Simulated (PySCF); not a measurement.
CBrF₂, doublet, geometry from GFN2-xTB; PySCF with PBE0/def2-SVP.

PySCF was given this input:
```python
from pyscf import gto, scf, dft

mol = gto.M(
    atom='''
F    -1.573528   -1.041142   -0.033772
C    -0.893714    0.041814    0.312896
F    -1.506749    1.128335   -0.132953
Br    0.945279   -0.029589   -0.010767
''',
    basis='def2-svp',
    charge=0,
    spin=1,
    verbose=4,
)

mf = dft.UKS(mol)
mf.xc = 'pbe0'
mf.kernel()
mf.analyze()
```

Output, abridged:

```
PySCF version 2.14.0

[INPUT] verbose = 4
[INPUT] num. atoms = 4
[INPUT] num. electrons = 59
[INPUT] charge = 0
[INPUT] spin (= nelec alpha-beta = 2S) = 1
[INPUT] symmetry False subgroup None
[INPUT] Mole.unit = angstrom
[INPUT] Symbol           X                Y                Z      unit          X                Y                Z       unit  Magmom
[...]
nuclear repulsion = 245.154826397751
number of shells = 30
number of NR pGTOs = 146
number of NR cGTOs = 74
basis = def2-svp
ecp = {}

******** <class 'pyscf.dft.uks.UKS'> ********
method = UKS
initial guess = minao
damping factor = 0
level_shift factor = 0
DIIS = <class 'pyscf.scf.diis.CDIIS'>
diis_start_cycle = 1
diis_space = 8
diis_damp = 0
SCF conv_tol = 1e-09
SCF conv_tol_grad = None
SCF max_cycles = 50
direct_scf = True
direct_scf_tol = 1e-13
number electrons alpha = 30  beta = 29
XC library pyscf.dft.libxc version 7.1.2
    S. Lehtola, C. Steigemann, M. J. T. Oliveira, and M. A. L. Marques,  SoftwareX 7, 1–5 (2018)
XC functionals = pbe0
    C. Adamo and V. Barone,  J. Chem. Phys. 110, 6158 (1999)
    M. Ernzerhof and G. E. Scuseria,  J. Chem. Phys. 110, 5029 (1999)
radial grids:
    Treutler-Ahlrichs [JCP 102, 346 (1995); DOI:10.1063/1.469408] (M4) radial grids

becke partition: Becke, JCP 88, 2547 (1988); DOI:10.1063/1.454033
pruning grids: <function nwchem_prune>
grids dens level: 3
symmetrized grids: False
atomic radii adjust function: <function treutler_atomic_radii_adjust>
small_rho_cutoff = 0
Set gradient conv threshold to 3.16228e-05
tot grids = 63072
init E= -2810.25770679278

cycle= 1 E= -2810.75008493015  delta_E= -0.492  |g|= 0.501  |ddm|= 1.72
cycle= 2 E= -2810.6123644321  delta_E= 0.138  |g|= 0.805  |ddm|= 0.894
cycle= 3 E= -2810.84852728404  delta_E= -0.236  |g|= 0.0337  |ddm|= 0.543
cycle= 4 E= -2810.84905539256  delta_E= -0.000528  |g|= 0.0111  |ddm|= 0.0431
cycle= 5 E= -2810.84914333451  delta_E= -8.79e-05  |g|= 0.00389  |ddm|= 0.0245
cycle= 6 E= -2810.8491556128  delta_E= -1.23e-05  |g|= 0.00202  |ddm|= 0.0105
cycle= 7 E= -2810.84915849834  delta_E= -2.89e-06  |g|= 0.000677  |ddm|= 0.00372
cycle= 8 E= -2810.84915900646  delta_E= -5.08e-07  |g|= 0.000223  |ddm|= 0.00216
cycle= 9 E= -2810.84915905576  delta_E= -4.93e-08  |g|= 6.42e-05  |ddm|= 0.000509
cycle= 10 E= -2810.84915905915  delta_E= -3.39e-09  |g|= 1.06e-05  |ddm|= 0.000119
cycle= 11 E= -2810.84915905931  delta_E= -1.55e-10  |g|= 4.41e-06  |ddm|= 2.95e-05
Extra cycle  E= -2810.84915905932  delta_E= -8.64e-12  |g|= 2.98e-06  |ddm|= 9.3e-06
converged SCF energy = -2810.84915905932  <S^2> = 0.75291407  2S+1 = 2.002912
**** SCF Summaries ****
Total Energy =                       -2810.849159059317572
Nuclear Repulsion Energy =             245.154826397751009
One-electron Energy =                -4398.835286322080719
Two-electron Energy =                 1342.831300865011826
Two-electron Coulomb Energy =         1459.952838141386337
DFT Exchange-Correlation Energy =     -117.121537276374568
**** MO energy ****
                             alpha | beta                alpha | beta
[...]
To work with the spin densities directly, `use mulliken_meta_spin()` only printing them here.

 ** Mulliken spin pop alpha/beta on meta-lowdin orthogonal AOs **
 ** Mulliken Spin Density (per AO)  **
spin_pop of  0 F 1s       -0.00000
spin_pop of  0 F 2s        0.00221
spin_pop of  0 F 3s        0.00020
spin_pop of  0 F 2px      -0.00379
spin_pop of  0 F 2py      -0.00498
spin_pop of  0 F 2pz       0.07480
spin_pop of  0 F 3px       0.00004
spin_pop of  0 F 3py       0.00006
spin_pop of  0 F 3pz       0.00082
spin_pop of  0 F 3dxy      0.00000
spin_pop of  0 F 3dyz     -0.00006
spin_pop of  0 F 3dz^2     0.00002
spin_pop of  0 F 3dxz     -0.00002
spin_pop of  0 F 3dx2-y2   -0.00001
spin_pop of  1 C 1s       -0.00000
spin_pop of  1 C 2s        0.17990
spin_pop of  1 C 3s        0.00543
spin_pop of  1 C 2px       0.01098
spin_pop of  1 C 2py       0.00814
spin_pop of  1 C 2pz       0.55369
spin_pop of  1 C 3px       0.00015
spin_pop of  1 C 3py       0.00019
spin_pop of  1 C 3pz       0.00017
spin_pop of  1 C 3dxy     -0.00001
spin_pop of  1 C 3dyz     -0.00030
spin_pop of  1 C 3dz^2    -0.00032
spin_pop of  1 C 3dxz     -0.00023
spin_pop of  1 C 3dx2-y2   -0.00008
spin_pop of  2 F 1s       -0.00000
spin_pop of  2 F 2s        0.00221
spin_pop of  2 F 3s        0.00020
spin_pop of  2 F 2px      -0.00331
spin_pop of  2 F 2py      -0.00671
spin_pop of  2 F 2pz       0.07606
spin_pop of  2 F 3px       0.00004
spin_pop of  2 F 3py       0.00007
spin_pop of  2 F 3pz       0.00081
spin_pop of  2 F 3dxy      0.00000
spin_pop of  2 F 3dyz     -0.00006
spin_pop of  2 F 3dz^2     0.00002
spin_pop of  2 F 3dxz     -0.00002
spin_pop of  2 F 3dx2-y2   -0.00001
spin_pop of  3 Br 1s        0.00000
spin_pop of  3 Br 2s        0.00000
spin_pop of  3 Br 3s       -0.00005
spin_pop of  3 Br 4s        0.00063
spin_pop of  3 Br 5s        0.00060
spin_pop of  3 Br 2px       0.00000
spin_pop of  3 Br 2py       0.00000
spin_pop of  3 Br 2pz       0.00000
spin_pop of  3 Br 3px       0.00001
spin_pop of  3 Br 3py      -0.00000
spin_pop of  3 Br 3pz       0.00002
spin_pop of  3 Br 4px       0.01655
spin_pop of  3 Br 4py      -0.00064
spin_pop of  3 Br 4pz       0.08547
spin_pop of  3 Br 5px       0.00010
spin_pop of  3 Br 5py       0.00003
spin_pop of  3 Br 5pz       0.00049
spin_pop of  3 Br 3dxy     -0.00000
spin_pop of  3 Br 3dyz     -0.00000
spin_pop of  3 Br 3dz^2    -0.00000
spin_pop of  3 Br 3dxz     -0.00000
spin_pop of  3 Br 3dx2-y2   -0.00000
spin_pop of  3 Br 4dxy     -0.00006
spin_pop of  3 Br 4dyz      0.00002
spin_pop of  3 Br 4dz^2     0.00029
spin_pop of  3 Br 4dxz      0.00045
spin_pop of  3 Br 4dx2-y2   -0.00026
spin_pop of  3 Br 5dxy      0.00000
spin_pop of  3 Br 5dyz      0.00000
spin_pop of  3 Br 5dz^2     0.00000
spin_pop of  3 Br 5dxz      0.00005
spin_pop of  3 Br 5dx2-y2   -0.00000
 ** Mulliken Spin Density (per atom)  **
spin density of  0 F =      0.06931
spin density of  1 C =      0.75770
spin density of  2 F =      0.06931
spin density of  3 Br =      0.10368
 ** Mulliken pop alpha/beta on meta-lowdin orthogonal AOs **
 ** Mulliken pop       alpha | beta **
In total            30.00000 | 29.00000
 ** Mulliken atomic charges   ( Nelec_alpha | Nelec_beta ) **
charge of  0F =     -0.20487  (     4.63709      4.56778 )
charge of  1C =      0.38266  (     3.18752      2.42982 )
charge of  2F =     -0.20487  (     4.63709      4.56778 )
charge of  3Br =      0.02708  (    17.53830     17.43462 )
Dipole moment(X, Y, Z, Debye):  0.53724, -0.01500,  0.03360
```
